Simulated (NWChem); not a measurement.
System: CH3BeCl; SMILES [CH3][Be][Cl]

NWChem input:

```
start job
memory heap 200 mb stack 900 mb global 1100 mb
geometry units angstroms noautosym nocenter noautoz
  Be     0.000000     0.000000     0.493469
  Cl     0.000000     0.000000    -1.319757
  C      0.000000     0.000000     2.171147
  H     -0.890179    -0.495187     2.581625
  H      0.016245     1.018511     2.581625
  H      0.873934    -0.523324     2.581625
end
basis spherical
  Be library 6-31g*
  Cl library 6-31g*
  C library 6-31g*
  H library 6-31g*
end
dft
  xc hfexch
  iterations 150
end
property
  shielding 4 1 2 3 4
end
task dft property
```

Geometry: optimised at B3LYP/6-31G* (spherical d).

GIAO values for the isolated, static molecule; σ is the absolute isotropic shielding, δ = σ(reference) − σ with the isolated reference molecule computed at the same levels (13C: tetramethylsilane, 1H: tetramethylsilane).

Atoms are numbered as in the input.

### Question
What results follow from this input? (Hartree-Fock/6-31G* (spherical d), GIAO.) Quantities: σ Be1 (ppm); σ Cl2 (ppm); δ C3 (ppm); δ H4 (ppm).

### Answer
```
Item         Value
-----------  -----
σ Be1 (ppm)  100.0
σ Cl2 (ppm)  994.6
δ C3 (ppm)   -11.5
δ H4 (ppm)   -0.45
```
